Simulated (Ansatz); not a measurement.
Born–Oppenheimer molecular dynamics of CH$_{7}$BO$_{2}$S (12 atoms, charge 0, multiplicity 1). It starts from a rough guess of a transition structure, not a stationary point.

The calculation used UKS PBE0-D4/6-31G (Ansatz).

```
ensemble                      : NVE (velocity Verlet)
time step                     : 0.5 fs
steps asked                   : 150
starting velocities drawn for : 100 K
seed                          : 799553
```

Frames 1 fs apart, positions in Å, forces in eV/Å.

Velocities at 0 fs (Å/ps):

```
B -5.08 -2.11 1.39
C 0.14 0.70 0.18
O 0.75 3.60 -0.78
O 3.99 -3.17 0.14
H 14.18 -9.40 -4.25
S 0.08 -0.60 -0.26
H -10.44 -1.62 3.96
H -11.22 12.11 4.13
H -0.34 2.77 -11.10
H -5.37 5.00 -1.13
H -8.25 19.23 10.38
H -3.45 -1.56 -0.52
```

```xyz
12
Properties=species:S:1:pos:R:3:forces:R:3 time_fs=0 energy_less_start_eV=0.000 T=100
B -0.335 -0.102 -0.327 0.33 0.17 0.18
C 0.266 0.051 1.427 0.21 0.26 -0.95
O 0.060 -1.345 -0.786 0.63 -0.43 0.35
O -1.621 0.384 -0.342 -0.58 0.14 0.72
H 0.651 0.649 0.226 0.21 0.04 1.08
S 0.946 1.343 -1.403 -0.86 0.97 0.22
H 1.128 -0.572 1.634 0.23 -0.13 -0.09
H 0.332 1.000 1.952 0.01 0.28 -0.04
H -0.628 -0.447 1.785 -0.36 -0.14 -0.14
H -0.602 -1.839 -1.266 -0.39 -0.52 -0.41
H -2.049 0.454 -1.193 -0.36 0.26 -0.59
H 1.851 0.423 -1.707 0.92 -0.89 -0.33
12
Properties=species:S:1:pos:R:3:forces:R:3 time_fs=1 energy_less_start_eV=-0.007 T=105
B -0.340 -0.104 -0.326 0.63 0.24 0.18
C 0.267 0.052 1.427 0.13 0.70 -0.86
O 0.061 -1.341 -0.787 0.37 -0.74 0.13
O -1.617 0.380 -0.341 -0.93 0.25 0.65
H 0.666 0.640 0.227 0.11 0.04 1.04
S 0.946 1.343 -1.404 -0.73 0.88 0.21
H 1.119 -0.574 1.638 0.39 -0.19 -0.02
H 0.321 1.013 1.956 0.03 -0.11 -0.23
H -0.630 -0.445 1.774 -0.43 -0.18 -0.09
H -0.609 -1.836 -1.269 -0.13 -0.34 -0.23
H -2.059 0.474 -1.185 -0.25 0.24 -0.47
H 1.852 0.418 -1.710 0.82 -0.79 -0.31
12
Properties=species:S:1:pos:R:3:forces:R:3 time_fs=2 energy_less_start_eV=-0.028 T=121
B -0.344 -0.106 -0.324 0.92 0.32 0.09
C 0.267 0.053 1.426 0.06 0.92 -0.71
O 0.062 -1.339 -0.788 0.02 -1.13 -0.14
O -1.614 0.377 -0.340 -1.41 0.40 0.33
H 0.682 0.631 0.238 -0.03 0.02 0.97
S 0.946 1.343 -1.404 -0.41 0.55 0.13
H 1.113 -0.579 1.641 0.41 -0.17 0.04
H 0.310 1.025 1.957 0.05 -0.42 -0.35
H -0.636 -0.444 1.761 -0.36 -0.14 -0.09
H -0.617 -1.836 -1.274 0.24 -0.07 0.03
H -2.071 0.497 -1.182 0.02 0.17 -0.09
H 1.860 0.405 -1.714 0.50 -0.47 -0.22
12
Properties=species:S:1:pos:R:3:forces:R:3 time_fs=3 energy_less_start_eV=-0.044 T=134
B -0.347 -0.108 -0.322 1.19 0.41 -0.09
C 0.267 0.056 1.425 0.03 0.86 -0.54
O 0.063 -1.336 -0.788 -0.26 -1.41 -0.32
O -1.612 0.375 -0.340 -1.89 0.56 0.00
H 0.698 0.623 0.258 -0.19 -0.03 0.88
S 0.945 1.343 -1.404 -0.01 0.13 0.03
H 1.111 -0.584 1.645 0.29 -0.06 0.07
H 0.300 1.033 1.956 0.07 -0.59 -0.37
H -0.646 -0.445 1.748 -0.17 -0.04 -0.13
H -0.623 -1.838 -1.279 0.52 0.14 0.24
H -2.083 0.521 -1.179 0.32 0.08 0.32
H 1.874 0.387 -1.722 0.09 -0.05 -0.09
12
Properties=species:S:1:pos:R:3:forces:R:3 time_fs=4 energy_less_start_eV=-0.054 T=141
B -0.350 -0.109 -0.321 1.42 0.53 -0.33
C 0.268 0.058 1.423 0.07 0.55 -0.39
O 0.064 -1.335 -0.789 -0.36 -1.52 -0.35
O -1.611 0.372 -0.339 -2.19 0.66 -0.16
H 0.712 0.614 0.286 -0.36 -0.11 0.75
S 0.945 1.343 -1.404 0.34 -0.28 -0.06
H 1.113 -0.591 1.649 0.07 0.10 0.08
H 0.290 1.036 1.950 0.09 -0.57 -0.26
H -0.657 -0.447 1.733 0.07 0.09 -0.19
H -0.624 -1.838 -1.281 0.61 0.22 0.31
H -2.092 0.547 -1.174 0.53 0.00 0.56
H 1.888 0.369 -1.730 -0.29 0.33 0.04
12
Properties=species:S:1:pos:R:3:forces:R:3 time_fs=5 energy_less_start_eV=-0.068 T=152
B -0.351 -0.110 -0.319 1.58 0.66 -0.62
C 0.268 0.061 1.420 0.15 0.08 -0.26
O 0.065 -1.334 -0.790 -0.25 -1.41 -0.19
O -1.611 0.370 -0.338 -2.24 0.67 -0.06
H 0.722 0.604 0.322 -0.50 -0.19 0.59
S 0.945 1.343 -1.404 0.56 -0.61 -0.12
H 1.114 -0.596 1.654 -0.15 0.25 0.09
H 0.281 1.033 1.943 0.09 -0.38 -0.06
H -0.667 -0.447 1.716 0.29 0.20 -0.25
H -0.619 -1.836 -1.281 0.48 0.12 0.22
H -2.096 0.572 -1.163 0.56 -0.02 0.52
H 1.899 0.354 -1.737 -0.56 0.61 0.14
12
Properties=species:S:1:pos:R:3:forces:R:3 time_fs=6 energy_less_start_eV=-0.090 T=170
B -0.351 -0.110 -0.319 1.64 0.81 -0.98
C 0.269 0.065 1.418 0.24 -0.41 -0.13
O 0.066 -1.334 -0.791 0.02 -1.13 0.12
O -1.612 0.369 -0.337 -2.01 0.55 0.29
H 0.728 0.592 0.363 -0.58 -0.23 0.37
S 0.945 1.342 -1.405 0.64 -0.81 -0.14
H 1.115 -0.599 1.660 -0.32 0.35 0.11
H 0.273 1.027 1.935 0.08 -0.08 0.21
H -0.675 -0.446 1.698 0.42 0.26 -0.28
H -0.610 -1.833 -1.279 0.17 -0.12 0.01
H -2.095 0.597 -1.148 0.42 0.04 0.22
H 1.906 0.345 -1.743 -0.72 0.77 0.20
12
Properties=species:S:1:pos:R:3:forces:R:3 time_fs=7 energy_less_start_eV=-0.117 T=190
B -0.349 -0.109 -0.319 1.59 0.95 -1.38
C 0.270 0.068 1.415 0.31 -0.81 0.11
O 0.066 -1.335 -0.792 0.35 -0.78 0.47
O -1.615 0.367 -0.336 -1.59 0.31 0.79
H 0.728 0.578 0.408 -0.56 -0.20 0.04
S 0.945 1.342 -1.405 0.57 -0.88 -0.12
H 1.112 -0.598 1.667 -0.38 0.35 0.15
H 0.266 1.020 1.928 0.05 0.23 0.49
H -0.679 -0.442 1.676 0.42 0.26 -0.29
H -0.599 -1.831 -1.276 -0.20 -0.38 -0.24
H -2.090 0.623 -1.131 0.17 0.18 -0.22
H 1.905 0.343 -1.748 -0.74 0.78 0.21
12
Properties=species:S:1:pos:R:3:forces:R:3 time_fs=8 energy_less_start_eV=-0.144 T=211
B -0.346 -0.107 -0.320 1.44 1.09 -1.81
C 0.271 0.070 1.413 0.29 -1.01 0.56
O 0.067 -1.337 -0.793 0.55 -0.53 0.73
O -1.618 0.366 -0.334 -1.15 0.04 1.21
H 0.723 0.562 0.453 -0.39 -0.05 -0.44
S 0.945 1.341 -1.405 0.36 -0.83 -0.06
H 1.106 -0.595 1.675 -0.31 0.25 0.21
H 0.259 1.014 1.927 0.01 0.40 0.67
H -0.679 -0.435 1.652 0.29 0.18 -0.25
H -0.590 -1.832 -1.276 -0.43 -0.54 -0.38
H -2.083 0.650 -1.115 -0.04 0.33 -0.60
H 1.897 0.348 -1.750 -0.63 0.67 0.17
12
Properties=species:S:1:pos:R:3:forces:R:3 time_fs=9 energy_less_start_eV=-0.172 T=232
B -0.342 -0.105 -0.323 1.22 1.19 -2.22
C 0.272 0.072 1.411 0.15 -0.97 1.26
O 0.068 -1.339 -0.794 0.51 -0.49 0.76
O -1.622 0.365 -0.332 -0.87 -0.13 1.31
H 0.715 0.546 0.494 -0.08 0.24 -1.08
S 0.945 1.340 -1.405 0.03 -0.65 0.05
H 1.097 -0.589 1.686 -0.15 0.07 0.29
H 0.253 1.013 1.932 -0.03 0.36 0.70
H -0.676 -0.427 1.625 0.06 0.05 -0.19
H -0.585 -1.839 -1.280 -0.39 -0.46 -0.31
H -2.076 0.680 -1.105 -0.06 0.38 -0.67
H 1.884 0.360 -1.751 -0.39 0.42 0.09
12
Properties=species:S:1:pos:R:3:forces:R:3 time_fs=10 energy_less_start_eV=-0.191 T=247
B -0.336 -0.102 -0.328 0.96 1.25 -2.55
C 0.273 0.072 1.410 -0.06 -0.72 2.07
O 0.070 -1.341 -0.794 0.25 -0.62 0.60
O -1.627 0.364 -0.329 -0.77 -0.14 1.04
H 0.705 0.532 0.524 0.31 0.58 -1.71
S 0.946 1.339 -1.405 -0.40 -0.35 0.20
H 1.086 -0.582 1.699 0.05 -0.15 0.36
H 0.245 1.015 1.943 -0.06 0.12 0.57
H -0.673 -0.419 1.597 -0.23 -0.11 -0.09
H -0.584 -1.850 -1.286 -0.13 -0.20 -0.07
H -2.070 0.714 -1.102 0.13 0.28 -0.38
H 1.867 0.376 -1.751 -0.05 0.05 -0.04
12
Properties=species:S:1:pos:R:3:forces:R:3 time_fs=11 energy_less_start_eV=-0.210 T=262
B -0.330 -0.097 -0.335 0.68 1.25 -2.76
C 0.274 0.073 1.411 -0.21 -0.31 2.62
O 0.071 -1.343 -0.793 -0.06 -0.80 0.37
O -1.633 0.363 -0.326 -0.75 -0.02 0.54
H 0.699 0.524 0.538 0.59 0.80 -1.99
S 0.946 1.338 -1.406 -0.86 0.03 0.35
H 1.076 -0.577 1.716 0.22 -0.33 0.39
H 0.238 1.018 1.960 -0.07 -0.19 0.33
H -0.672 -0.411 1.567 -0.46 -0.25 0.02
H -0.583 -1.863 -1.293 0.18 0.13 0.23
H -2.063 0.750 -1.102 0.39 0.05 0.08
H 1.849 0.392 -1.751 0.35 -0.36 -0.20
```

Of the whole run (75 fs, mean temperature of the second half 1517 K): The conserved energy stayed within 0.28 meV per atom of its start (net change -0.075 meV per atom), so the integration is sound. The kinetic energy rose, since the run started high on the potential surface and went downhill. It ends in pieces (BH3O2S + CH4), so much of that is their flight and rotation, not heat. A run of 0.075 ps of so small a system gives no equilibrium averages. The orbitals were unrestricted but ended closed-shell. Limits of this set-up: no polarisation functions.

Run time: 23 min on 1 thread of Arm Neoverse N1 (shared host), peak memory 0.2 GiB.
